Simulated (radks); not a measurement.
Results of a calculation; reference values are marked as such.
Isoelectronic series with 52 electrons, each ion in its NIST ground configuration. Code: a radial shooting solver on a logarithmic mesh with Libxc functionals. Model: Dirac Kohn-Sham, PBE, spin-unpolarised, spherical densities, finite nucleus; open shells fill j = l - 1/2 first; Fermi nuclear charge, rms radius of each element as measured or else 0.836 A^(1/3) + 0.57 fm. Total energies (hartree) and orbital eigenvalues (Ry) (* marks an orbital that is empty in some or all of the ions):

ion,configuration,E (hartree),5p3/2*,5p1/2*
Te,[Kr] 4d10 5s2 5p4,-6796.61316,-0.41320,-0.47103
I+,[Kr] 4d10 5s2 5p4,-7118.40855,-1.09482,-1.17835
Xe2+,[Kr] 4d10 5s2 5p4,-7448.78021,-1.91408,-2.02679
Cs3+,[Kr] 4d10 5s2 5p4,-7787.7597,-2.85240,-2.99800
Ba4+,[Kr] 4d10 5s2 5p4,-8135.3805,-3.89989,-4.08235
La5+,[Kr] 4d10 5s2 5p4,-8491.6900,-5.05044,-5.27397
Ce6+,[Kr] 4d10 5s2 5p4,-8856.7340,-6.29992,-6.56900
Pr7+,[Kr] 4d10 4f1 5s2 5p3,-9230.4461,-7.46375,-7.77088
Nd8+,[Kr] 4d10 4f2 5s2 5p2,-9613.3532,-8.68558,-9.03406
Pm9+,[Kr] 4d10 4f3 5s2 5p1,-10005.3563,-9.98506,-10.37922
Sm10+,[Kr] 4d10 4f4 5s2,-10406.6962,-11.34463,-11.78827
Eu11+,[Kr] 4d10 4f4 5s2,-10817.4525,-12.98528,-13.49631
Gd12+,[Kr] 4d10 4f4 5s2,-11237.4055,-14.71817,-15.30297
Tb13+,[Kr] 4d10 4f4 5s2,-11666.6727,-16.54181,-17.20709
Dy14+,[Kr] 4d10 4f4 5s2,-12105.1960,-18.45513,-19.20792
Ho15+,[Kr] 4d10 4f4 5s2,-12553.1974,-20.45723,-21.30498
Er16+,[Kr] 4d10 4f6,-13011.3901,-22.01387,-22.92701
Tm17+,[Kr] 4d10 4f6,-13479.0870,-24.16054,-25.18206
Yb18+,[Kr] 4d10 4f6,-13956.4318,-26.39523,-27.53377
